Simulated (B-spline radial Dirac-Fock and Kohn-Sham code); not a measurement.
ΔSCF core binding energies without Breit or QED terms, calculated with a radial B-spline solver.

A sound run for Yb³⁺, configuration [Xe] 4f13: The ground state converged in 10 iterations, with total energy -14066.25669 Ha, virial ratio 1.90054 and highest orbital energy -47.57 eV. ΔSCF binding energies: K (1s) 61655.2 eV, L3 (2p3/2) 9003.2 eV, M5 (3d5/2) 1567.3 eV.

A second run, with one unsound setting: The ground state converged in 14 iterations, with total energy -222.24881 Ha, virial ratio 30.29282 and highest orbital energy -5.08 eV. ΔSCF binding energies: K (1s) 20.31 eV, L3 (2p3/2) 19.56 eV, M5 (3d5/2) 18.10 eV.

```
iter   energy (Ha)        error
   1     -156.41530644  2.78e-01
   2      -82.30387396  1.21e+00
   3     -215.54259509  1.66e-01
   4     -220.60856488  9.97e-02
   5     -219.93175821  1.45e-01
   6     -222.13742364  2.28e-02
   7     -222.17416716  1.93e-02
   8     -222.24834339  1.14e-03
   9     -222.24877251  2.40e-04
  14     -222.24880872  1.55e-07
```

Question: Which fault fits the second run best?
A. unbound anion
B. nuclear radius in wrong units
C. functional not served
D. tolerance below the noise

Answer: B. The input had radius_factor = 100000.0: radius_factor inflates the nucleus far beyond its size, which weakens the binding of the inner electrons.
